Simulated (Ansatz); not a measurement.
C2H5N, SMILES `C[C]N` (lower singlet) (charge 0, multiplicity 1). This singlet lies 1.64 eV below the relaxed triplet at the level frozen-core CCSD(T)/cc-pVTZ // B3LYP-D3(BJ)/def2-TZVP (Ansatz, a program for electronic structure).

Method: LC-ωPBE/cc-pVTZ // B3LYP-D3(BJ)/def2-TZVP (Ansatz).

Ansatz 0.2 input:
```yaml
crystal:
  periodic: [false, false, false]
  atoms:
    - { symbol: C, position_ang: [-1.002557, -0.070376, -0.129955] }
    - { symbol: C, position_ang: [0.301584, -0.780447, 0.016857] }
    - { symbol: N, position_ang: [1.312851, -0.009054, -0.268537] }
    - { symbol: H, position_ang: [-0.935802, 0.985022, -0.45206] }
    - { symbol: H, position_ang: [-1.537524, -0.117808, 0.822149] }
    - { symbol: H, position_ang: [-1.623483, -0.620234, -0.842021] }
    - { symbol: H, position_ang: [1.22689, 0.972193, -0.560938] }
    - { symbol: H, position_ang: [2.258035, -0.359301, -0.211437] }
basis:
  gaussian: { orbitals: cc-pVTZ }
hamiltonian:
  xc: lc_wpbe
```

Output:

```
Functional definition: LC-wPBE
803 factors; their error is unknown
261 factors; integrals over basis functions are off by at most 2.0e-5 eV
mean field evaluation 1: about -3639.1734 eV, gradient 4.0e1 eV
mean field evaluation 2: about -3641.0631 eV, gradient 2.8e1 eV
mean field evaluation 4: about -3642.4966 eV, gradient 1.8e0 eV
mean field evaluation 8: about -3642.5071 eV, gradient 6.6e-2 eV
mean field evaluation 16: about -3642.4901 eV, gradient 2.4e-5 eV
mean field -3642.49012466 eV, -133.8590431126 hartree, gradient 2.4e-5 eV, S^2 0.000000; 0 other end points of the search recorded, 0 dependent functions left out
reference -3642.49012466 eV, -133.8590431128 hartree; 12, 12 occupied and 148, 148 virtual orbitals, 803 factors
Total energy: -3642.49012466 eV, -133.8590431128 hartree
```
